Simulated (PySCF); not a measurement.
A structure optimised at PBE0-D3(BJ)/def2-SVP, used in a PySCF frequency run:

```xyz
9

F      2.0320    -0.2564     0.8621
C      1.2059     0.0682    -0.1499
C      0.4592     1.3744    -0.0543
C     -0.2554     0.0793     0.1328
F     -0.6448    -0.2388     1.3729
Cl    -1.3769    -0.4876    -1.0865
H      1.5541    -0.2859    -1.1258
H      0.2893     1.9613    -0.9595
H      0.6207     1.9390     0.8688
```

Question: Write its SMILES and formula.

Answer: F[C@@H]1C[C@@]1(F)Cl, C₃H₃ClF₂

Question: What are its rotational constants (standard atomic weights)?

Answer: 5.2495, 1.9992, 1.8181 GHz
